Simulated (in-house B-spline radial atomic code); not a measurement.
**Binding energies in Cl6+**

NIST's tabulated ground configuration is [Ne] 3s1; each binding energy is the energy of the ion with one electron taken from that subshell, relaxed, less that of the parent. Computed with a radial B-spline atomic code at the basis-set limit: Dirac-Hartree-Fock, average of configuration, Fermi nucleus of rms radius 3.3654 fm. Energies include first-order Breit, QED and recoil terms.

| subshell | X-ray name | binding energy (eV) | -ε (eV) | relaxation (eV) |
| --- | --- | --- | --- | --- |
| 2p1/2 | L2 | 323.6 | 327.6 | 3.9 |
| 2p3/2 | L3 | 321.9 | 325.8 | 3.8 |
| 3s | M1 | 113.7 | 113.8 | 0.0 |

Relaxation = -ε minus the binding energy without Breit, QED and recoil terms.

Emission lines follow as differences of binding energies, with λ = 12398.42 eV·Å / E:

```tsv
line	holes	energy (eV)	wavelength (Å)
L3-M1	2p3/2 → 3s	208.2	59.551
```

(1) What does it cost to remove both a 2p3/2 and a 2p1/2 electron?

(2) What does it cost to remove both a 2p1/2 and a 3s electron?

## Answers

(1) 699.09 eV, which is 53.55 eV more than the two single binding energies together.

(2) 462.11 eV, which is 24.82 eV more than the two single binding energies together.
